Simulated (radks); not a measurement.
Values are calculated unless marked as measured or tabulated.
Problem. These are the eigenvalues of the occupied orbitals of an atom or ion with whole-number occupations (hartree). Level of theory: non-relativistic Kohn-Sham, LB94 model potential, spin-polarised, spherical densities, point nucleus (a radial shooting solver on a logarithmic mesh with Libxc functionals).

1s down: -2890.681
1s up: -2890.659
2s up: -586.8438
2s down: -586.7279
2p up: -570.2424
2p down: -570.2105
3s up: -222.2405
3s down: -221.6699
3p up: -214.8619
3p down: -214.2516
3d up: -201.8387
3d down: -201.2252

Which element is it, and in what charge state? The configuration may be excited. Open shells, if any, are filled with parallel spins first.

Solution. Z = 80, mercury, charge +55: Hg55+ in [Ar] 3d7. The list shows which subshells hold electrons but not how many an open one holds; the 1s level, -2890.7 hartree, gives Z - s = 76.0 by -(Z - s)^2/2, which with screening narrows Z to a few neighbours, and the depths of the outer levels then fix element, charge and occupations together.
